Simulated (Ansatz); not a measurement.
These are frozen-core CCSD(T)/cc-pVTZ // B3LYP-D3(BJ)/def2-TZVP run with Ansatz (a quantum-chemistry and plane-wave program) values and carry that method's errors.

Ansatz 0.2 input:
```yaml
crystal:
  periodic: [false, false, false]
  atoms:
    - { symbol: C, position_ang: [-1.952925, -0.132603, -0.180199] }
    - { symbol: C, position_ang: [-0.496401, -0.58485, -0.145017] }
    - { symbol: C, position_ang: [0.484807, 0.582678, -0.221219] }
    - { symbol: C, position_ang: [1.935599, 0.162666, -0.166334] }
    - { symbol: F, position_ang: [2.221735, -0.437069, 1.067743] }
    - { symbol: H, position_ang: [-2.634716, -0.983001, -0.127259] }
    - { symbol: H, position_ang: [-2.175014, 0.415823, -1.099132] }
    - { symbol: H, position_ang: [-2.179082, 0.527418, 0.660656] }
    - { symbol: H, position_ang: [-0.306006, -1.150319, 0.769925] }
    - { symbol: H, position_ang: [-0.302775, -1.269824, -0.977191] }
    - { symbol: H, position_ang: [0.292597, 1.288126, 0.593158] }
    - { symbol: H, position_ang: [0.334877, 1.136127, -1.155412] }
    - { symbol: H, position_ang: [2.170585, -0.573286, -0.940167] }
    - { symbol: H, position_ang: [2.606711, 1.018108, -0.269577] }
basis:
  gaussian: { orbitals: cc-pVTZ }
correlation:
  method: ccsd_t
```

Output:

```
Functional definition: HF
1560 factors; integrals over basis functions are off by at most 1.1e-3 eV
mean field evaluation 1: about -6969.1148 eV, gradient 3.7e1 eV
mean field evaluation 2: about -6969.3238 eV, gradient 3.7e1 eV
mean field evaluation 4: about -6972.7255 eV, gradient 4.3e0 eV
mean field evaluation 8: about -6972.7766 eV, gradient 2.4e-1 eV
mean field evaluation 16: about -6969.1128 eV, gradient 3.7e1 eV
mean field -6972.77681634 eV, -256.2448216826 hartree, gradient 2.8e-6 eV, S^2 0.000000; 0 other end points of the search recorded, 0 dependent functions left out
5 core orbitals not correlated
reference -6972.77681634 eV, -256.2448216826 hartree; 16, 16 occupied and 255, 255 virtual orbitals, 1560 factors
second order -26.00127463 eV of doubles, -0.00000000 eV of singles
cycle   1  -26.60354617 eV  change   -6.0e-1 eV  update   9.4e-2
cycle   2  -27.17702213 eV  change   -5.7e-1 eV  update   2.6e-2
cycle   3  -27.28900234 eV  change   -1.1e-1 eV  update   1.2e-2
cycle   4  -27.28333760 eV  change    5.7e-3 eV  update   2.4e-3
cycle   5  -27.28338170 eV  change   -4.4e-5 eV  update   9.1e-4
cycle   6  -27.28389605 eV  change   -5.1e-4 eV  update   2.3e-4
cycle   7  -27.28386318 eV  change    3.3e-5 eV  update   8.4e-5
cycle   8  -27.28383477 eV  change    2.8e-5 eV  update   2.2e-5
perturbative correction -0.97560400 eV, -0.0358527858 hartree
Total energy: -7001.03625512 eV, -257.2833369027 hartree
```

Cost: very roughly 22 core-minutes.
